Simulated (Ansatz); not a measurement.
`[F][Ga]([F])[I]` + `O=C=NB(F)F` → `O=C=[N][Ga]([F])[F]` + `FB(F)I`  (redistribution)

Program: Ansatz. Geometries: PBE0-D4/def2-TZVP. ΔE: electronic, gas phase. CCSD(T)/CBS adds triple-zeta CCSD(T) − MP2 to the extrapolated MP2 energy (def2 sets, frozen cores). Functionals use def2-TZVPP. HSE06 is defined as in plane-wave codes. def2 core potentials past Kr. For Ga, I outer-core shells are correlated without core-valence functions, which leaves a few kJ/mol of doubt a bond. Scalar relativity is left out up to krypton. Each species was taken in one conformer, which may not be the lowest.

```json
{"level": "LDA (SPW92)", "ΔE (kJ/mol)": "113.5", "difference from CCSD(T)/CBS": "10.6"}
{"level": "r2SCAN-D4", "ΔE (kJ/mol)": "110.9", "difference from CCSD(T)/CBS": "8.0"}
{"level": "HSE06-D4", "ΔE (kJ/mol)": "111.3", "difference from CCSD(T)/CBS": "8.4"}
{"level": "ωB97X-V", "ΔE (kJ/mol)": "104.6", "difference from CCSD(T)/CBS": "1.7"}
{"level": "ωB97M-V", "ΔE (kJ/mol)": "108.4", "difference from CCSD(T)/CBS": "5.5"}
{"level": "B2PLYP", "ΔE (kJ/mol)": "108.0", "difference from CCSD(T)/CBS": "5.1"}
{"level": "PBE-QIDH", "ΔE (kJ/mol)": "106.1", "difference from CCSD(T)/CBS": "3.2"}
{"level": "CCSD(T)/def2-SVP", "ΔE (kJ/mol)": "113.0", "difference from CCSD(T)/CBS": "10.1"}
{"level": "SCS-MP2/def2-QZVPP", "ΔE (kJ/mol)": "99.3", "difference from CCSD(T)/CBS": "-3.6"}
{"level": "CCSD/CBS(def2)", "ΔE (kJ/mol)": "104.8", "difference from CCSD(T)/CBS": "1.9"}
{"level": "CCSD(T)/CBS", "ΔE (kJ/mol)": "102.9", "difference from CCSD(T)/CBS": "0"}
```

Task: What do rigid-rotor, harmonic-oscillator terms from PBE0-D4/def2-TZVP frequencies (298.15 K, 1 bar) make of the CCSD(T)/CBS value? (Best estimate.)

Result: Computed: ΔZPE = -2.9 kJ/mol, ΔH = +100.3 kJ/mol, ΔS = 5 J/(mol·K), ΔG = +98.9 kJ/mol.

Largest T1 diagnostic among the species: 0.016.

In def2-TZVPP, CCSD(T) changes the Hartree–Fock value by −17.1 kJ/mol (the triples alone add −2.0 kJ/mol) and MP2 by −18.4 kJ/mol. From BLYP to BHLYP (50 % exact exchange), in def2-TZVPP and without D4, ΔE moves by +3.4 kJ/mol. At CCSD(T), def2-SVP lies +10.1 kJ/mol from the extrapolated value and def2-TZVPP −4.4 kJ/mol.
